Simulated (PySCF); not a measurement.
Excitation energy of Te by level of theory

Te [Kr] 4d10 5s2 5p4 (3P) → Te [Kr] 4d10 5s1 5p4 6s1 (5P), as a difference of total energies. All numbers are calculated (PySCF 2.14, a scalar-relativistic core potential, in aug-cc-pwCVDZ-PP with ECP28MDF (6s5p4d1f, 48 functions)). Correlated levels: valence and next inner shell: nothing frozen outside the core potential. The calculations carry no spin-orbit coupling.

```json
{"method": "UHF", "excitation energy (eV)": "14.046"}
{"method": "MP2 (valence and next inner shell)", "excitation energy (eV)": "14.394"}
{"method": "SCS-MP2 (valence and next inner shell)", "excitation energy (eV)": "14.392"}
{"method": "CCSD (valence and next inner shell)", "excitation energy (eV)": "14.125"}
{"method": "CCSD(T) (valence and next inner shell)", "excitation energy (eV)": "13.927"}
```

Question: How much does correlation contribute at CCSD(T) (valence and next inner shell)?

Answer: 13.927 − (14.046) = -0.119 eV, measured against UHF.

The upper state lies above the first ionisation limit, where it may autoionise and the basis confines it. A Rydberg-like electron needs more diffuse functions than a valence basis has.

The promoted electron is Rydberg-like, and one or two diffuse shells describe it only roughly, which tends to raise the upper state.

The coupled-cluster amplitudes are large for the upper state (T1 above 0.03 or a double amplitude above 0.15), so a single reference is strained.
